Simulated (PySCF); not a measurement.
# Spinor energies of In⁴⁺ (indium, charge +4)

Start: [Kr] 4d9; 4d3/2 filled at m_j = -3/2, -1/2, +1/2, +3/2; 4d5/2 filled at m_j = -3/2, -1/2, +1/2, +3/2, +5/2. Calculated with PySCF 2.14 in x2c-QZVPPall-2c (13s13p9d4f1g, 134 functions): generalised Hartree-Fock with the X2C-1e Hamiltonian and a Gaussian nucleus; one run each with spin-orbit coupling (SO) switched off, then screened by Boettger's factors.

| spinor shell | electrons | ε, spin-free (eV) | ε, screened SO (eV) | weight of nominal j (screened SO) | rms radius, screened SO (bohr) |
| --- | --- | --- | --- | --- | --- |
| 1s1/2 | 2 | -28131.4 | -28129.2 | 1.000 | 0.0340 |
| 2s1/2 | 2 | -4345.0 | -4344.3 | 1.000 | 0.139 |
| 2p1/2 | 2 | -3897.8 | -4044.2 | 1.000 | 0.120 |
| 2p3/2 | 4 | -3897.8 | -3830.8 | 1.000 | 0.125 |
| 3s1/2 | 2 | -903.29 | -903.06 | 1.000 | 0.371 |
| 3p1/2 | 2 | -753.22 | -780.52 | 1.000 | 0.365 |
| 3p3/2 | 4 | -753.22 | -740.60 | 1.000 | 0.376 |
| 3d3/2 | 4 | -520.95 | -525.84 | 0.999 | 0.350 |
| 3d5/2 | 6 | -520.95 | -517.45 | 0.999 | 0.353 |
| 4s1/2 | 2 | -191.93 | -191.87 | 1.000 | 0.902 |
| 4p1/2 | 2 | -144.52 | -150.24 | 0.989 | 0.959 |
| 4p3/2 | 4 | -144.52 | -141.81 | 0.994 | 0.986 |
| 4d3/2 | 4 | -74.332 | -75.186 | 0.924 | 1.19 |
| 4d5/2 | 5 | -74.332 | -73.670 | 0.939 | 1.20 |

```tsv
quantity	spin-free	screened SO
E (hartree)	-5873.89540	-5875.20208
M_J	5/2	5/2
⟨J²⟩	8.754	8.754
⟨L²⟩	6.003	6.019
⟨S²⟩	0.750	0.767
```

Each row is a mean over spinors that exchange with the open shell spreads, by up to 6.409 eV (4p3/2).

Breit and QED terms are absent; they matter most for the inner s and p1/2 levels.

Densities and radii are taken from the X2C orbitals without a picture-change correction, which distorts them close to the nucleus.

Without spin-orbit coupling the j labels of p, d and f shells carry no meaning; the spin-free column gives the mean over the occupied spinors of each nl shell.
